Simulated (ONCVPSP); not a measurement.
**N (Z = 7): excitation energies, all-electron against ONCV**

- Element: N (Z = 7)
- Generator: ONCVPSP 4.0.1
- Type: optimised norm-conserving Vanderbilt (ONCV)
- Functional: LDA (Perdew-Wang 92)
- Relativity: scalar-relativistic
- Frozen core: [He]
- Valence charge: 5
- Reference configuration: 2s2 2p1 (charge +2)
- Partial waves: 2s: rc 0.85 bohr, ncon 5, nbas 8, qcut 9.8 1/bohr, 2 projectors, debl 3.4 Ha; 2p: rc 1.50 bohr, ncon 4, nbas 7, qcut 9 1/bohr, 2 projectors, debl 3.8 Ha; d scattering state at 0.4 Ha: rc 1.55 bohr, ncon 3, nbas 6, qcut 5.9 1/bohr, 2 projectors, debl 2.5 Ha
- Local potential: polynomial inside 0.70 bohr (lpopt 4, dvloc0 0 Ha)
- Core correction: none

Energies are relative to the spin-unpolarised reference configuration 2s2 2p1; without spin polarisation the order of configurations can differ from experiment.

```json
{"valence configuration": "2s2 2p3", "charge": "0", "ΔE all-electron (eV)": "-42.703", "error AE − PS (meV)": "+153"}
{"valence configuration": "2s2 2p0", "charge": "+3", "ΔE all-electron (eV)": "47.170", "error AE − PS (meV)": "+183"}
```

Question: What are ΔE and the potential's error for 2s1 2p4?

Answer: ΔE = -31.499 eV all-electron; the error (AE − PS) is +256 meV.

Question: What are ΔE and the potential's error for 2s2 2p2?

Answer: ΔE = -28.972 eV all-electron; the error (AE − PS) is +69 meV.
